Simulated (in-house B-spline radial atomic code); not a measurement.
## Ionising Eu²²⁺ with different functionals

Computed with an all-electron radial atomic-structure program (B-spline basis): scalar-relativistic (spin-free X2C) Hamiltonian, Fermi nucleus of rms radius 5.1115 fm, spin-polarised at highest spin, spherical fractional occupations for the functionals, the average over the highest-spin determinants for Hartree-Fock. The ionisation energy is the difference of two self-consistent energies, [Kr] 4d5 → [Kr] 4d4, without Breit or QED terms; ε is the level of the shell that loses the electron (its least bound occupied spin orbital). There is no spin-orbit coupling in this Hamiltonian.

Hybrids are left out here: with spherical fractional occupations of an open shell their exact exchange keeps a self-interaction that integer-occupation calculations don't have.

| method | rung | ΔSCF (eV) | -ε(4d) (eV) |
| --- | --- | --- | --- |
| Hartree-Fock | Hartree-Fock | ? | ? |
| LDA exchange-only | LDA | 713.77 | 694.26 |
| RPBE | GGA | 716.17 | 696.66 |
| PBEsol | GGA | ? | ? |

Q: What does Hartree-Fock give?

A: ΔSCF 716.41 eV, and -ε(4d) = 717.51 eV.

Q: What does PBEsol give?

A: ΔSCF 715.96 eV, and -ε(4d) = 696.44 eV.

Q: How do they compare with the NIST value?

A: NIST lists 709 eV ± 4 (tabulated theory, ground level to ground level). Errors run from +4.77 to +7.41 eV; all lie within about twice that uncertainty, so the table can't rank the methods. Hartree-Fock also lacks correlation.
